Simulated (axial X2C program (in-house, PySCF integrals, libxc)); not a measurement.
MgSn: from the spin-free to the two-component result

Calculated with an in-house all-electron X2C program for linear molecules (integrals from PySCF). Spin-free means the one-electron spin-free X2C Hamiltonian; two-component (2c) means X2C with spin–orbit coupling and atomic mean-field two-electron Coulomb and Gaunt terms, so the difference of the two also holds small scalar two-electron terms. Basis: Sn dyall-cv3z [11s12p9d4f1g], Mg dyall-cv3z [9s8p6d3f] (cores contracted in-house); Gaussian nuclei, density fitting, unrestricted open shells. Masses: Sn 119.902 u, Mg 23.985 u.

Spin-free state: M_S = 1, Λ = 0 (beyond evenly filled blocks: π+α, π-α); fragments Sn + Mg.

```
  level  Re (Å)  ωe (cm⁻¹)  De (eV)  μ (D)
   PBE0   2.765      221.4    0.941   3.03
     HF   2.847      203.0    0.534   3.12
   CCSD   2.823      203.9    0.617    n/a
CCSD(T)   2.811      211.1    0.724    n/a
   BP86   2.765      221.0    0.988   2.87
```

Correlated methods: 6 electrons correlated (number of frozen shells: Sn 4 s, 3 p, 2 d; Mg 2 s, 1 p), 304 virtual spin orbitals or spinors in MP2, 89 natural virtuals in coupled cluster.

Dipoles are positive if Mg is the positive end.

Two-component determinant lowest at the distance of the search:

Ω = 1 (⟨Sz⟩ = 0.96, ⟨Lz⟩ = 0.04 at HF); fragments Sn + Mg.

```json
{"level": "PBE0", "Re (Å)": "2.770", "ωe (cm⁻¹)": "218.9", "μ (D)": "2.95"}
{"level": "HF", "Re (Å)": "2.855", "ωe (cm⁻¹)": "200.0", "μ (D)": "3.04"}
{"level": "CCSD", "Re (Å)": "2.830", "ωe (cm⁻¹)": "200.2", "μ (D)": "n/a"}
{"level": "CCSD(T)", "Re (Å)": "2.818", "ωe (cm⁻¹)": "207.7", "μ (D)": "n/a"}
{"level": "BP86", "Re (Å)": "2.771", "ωe (cm⁻¹)": "218.0", "μ (D)": "2.80"}
```

From the two tables, how do the constants change at the CCSD(T) level (2c against spin-free)?

At the CCSD(T) level Re goes up by 0.007 Å and ωe falls by 3.4 cm⁻¹.

Occupations by symmetry block were frozen at the best pattern of an incomplete PBE0 search. Dissociation energies refer to the lowest single-determinant-based atoms at the same level and basis. De is not given where an atomic determinant may have missed its ground term or J level, or where the truncated virtual space spoils (T). Density functionals use the spin component along the axis (collinear). Coupled cluster ran in a truncated set of natural virtual spinors; the MP2 energy of the rest was added. (T) has no such correction and the atoms are truncated less, which lowers De at CCSD(T) by a hundredth of an eV or more. PBE0 can misorder states that lie within some tenths of an eV, so this need not be the ground state of the molecule. The nearest other spin-free determinant of the search, M_S = 0, Λ = 2, lies 0.67 eV up at the distance of the search. The functionals have no current-density term, which raises determinants with orbital currents, atoms included. With several unpaired electrons one determinant need not be a pure state. Open-shell Ω = 0 determinants with evenly filled partner blocks cannot be reached by this program, so the Ω shown need not be the lowest component. This is the Ω = 1 component of a π² triplet; the 0⁺ component is not one determinant and can lie lowest. The determinant is spin-polarised beyond a pure state at some levels (its spin-free form has ⟨S²⟩ too high), which makes Re and μ there less reliable. The T1 diagnostic is large, a sign of multireference character. With the outer-core shells frozen, correlated bond lengths of heavy atoms tend to come out a few hundredths of an ångström too long.
